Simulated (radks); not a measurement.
Results of a calculation; reference values are marked as such.
Valence configurations of N I (all share [He]). Level of theory: non-relativistic Kohn-Sham, r2SCAN, spin-unpolarised, spherical densities, point nucleus; meta-GGA in the generalised Kohn-Sham scheme (a radial shooting solver on a logarithmic mesh with Libxc functionals). Energies are relative to 2s2 2p3; eigenvalues in eV.

| valence | E (eV) | e(2p) | e(2s) |
|---|---|---|---|
| 2s2 2p3 | 0.000 | -7.201 | -19.608 |
| 2s1.5 2p3.5 | 6.202 | -7.455 | -19.853 |
| 2s1 2p4 | 12.397 | -7.696 | -20.078 |
| 2s0.5 2p4.5 | 18.582 | -7.923 | -20.278 |
| 2p5 | 24.750 | -8.136 | - |

NIST lists [He] 2s2 2p3 as the ground configuration; this level of theory agrees among the configurations tried. The energies are those of spherical spin-averaged densities, not of single terms.
